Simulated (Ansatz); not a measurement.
Cost and result up the ladder for As2P (3 atoms). Charge 0, multiplicity 2. Geometry: PBE0-D4/def2-TZVP.

```xyz
3

P    -0.001    0.001   -0.001
As    0.328    1.839    0.866
As   -0.327   -1.840   -0.865
```

Ansatz on 4 threads of Arm Neoverse V2 on a shared host. Times are rough, and most runs start from the orbitals of an earlier one. PBE0-D4/def2-TZVP serves as the yardstick here, not as an exact answer. Binding counts from free atoms at the same level (P quartet, As quartet; other spins of the atoms weren't run), without zero-point energy or a counterpoise term.

HOMO above LUMO, or a gap near zero within one spin, warns that the state may not be the lowest or that an electron is smeared out. Another isomer (doublet) lies 1.27 eV lower at PBE0-D4/def2-TZVP; other spin states weren't run for this one.

Run but left out: CCSD(T)/def2-TZVPP (⟨S²⟩ 1.46, where a pure state has 0.75).

| level | functions | binding energy per atom (eV) | difference from PBE0-D4/def2-TZVP (eV) | remarks |
| --- | --- | --- | --- | --- |
| PBE0-D4/def2-TZVP | 133 | 1.82 | 0.00 | – |
| PBE-D4/def2-TZVP (with forces) | 133 | 2.09 | 0.27 | gap within one spin near zero |
| ωB97X-V/def2-TZVP | 133 | 1.83 | 0.01 | spin-contaminated (⟨S²⟩ 0.84) |
| r2SCAN-D4/def2-TZVP | 133 | 1.90 | 0.08 | – |
| r2SCANh-D4/def2-TZVP | 133 | 1.82 | 0.00 | – |

(1) Estimate how long each takes.

## Answers

(1) PBE-D4/def2-TZVP (with forces) 7 s; PBE0-D4/def2-TZVP 12 s; r2SCAN-D4/def2-TZVP 19 s; r2SCANh-D4/def2-TZVP 30 s; ωB97X-V/def2-TZVP 43 s. On shared hardware such times vary by a factor of up to 3.
